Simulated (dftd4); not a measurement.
C$_{3}$H$_{7}$O (SMILES [CH2]COC), doublet, at a GFN2-xTB geometry; D4 for b3lyp (dftd4).

The dftd4 input:
```
$ dftd4 mol.xyz --func b3lyp --charge 0 --json dftd4.json --noedisp

# file mol.xyz
11

O     -0.04888471    -0.67223206     0.06807397
C     -0.05570954     0.72754744    -0.05659302
C      1.22552848    -1.23619647    -0.08169678
C     -1.41454210     1.25589409     0.10965413
H      0.63394195     1.17647237     0.69219054
H      0.36058092     1.02033849    -1.04593889
H      1.10629343    -2.31142651     0.03364220
H      1.64551219    -1.02047035    -1.07312140
H      1.92143774    -0.86287170     0.68131421
H     -2.22288454     0.58182199     0.29733567
H     -1.58546504     2.31052188     0.04179988
```

The log (banner, timings and long lists left out):

```
                    ____  _____ _____     ____  _  _
      -------------|  _ \|  ___|_   _|---|  _ \| || |------------
     |             | | | | |_    | | ___ | | | | || |_           |
     |             | |_| |  _|   | ||___|| |_| |__   _|          |
     |             |____/|_|     |_|     |____/   |_|            |
     |             ===================================           |
     |            E. Caldeweyher, S. Ehlert & S. Grimme          |
     |          Mulliken Center for Theoretical Chemistry        |
     |                    University of Bonn                     |
      -----------------------------------------------------------

Rational (Becke-Johnson) damping: b3lyp-D4-ATM
---------------------
  s6         1.0000
  s8         2.0293
  s9         1.0000
  a1         0.4087
  a2         4.5381
 alp        16.0000
--------------------

Dispersion energy:      -8.8525879494403E-03 Eh

[Info] JSON dump of results written to 'dftd4.json'
```
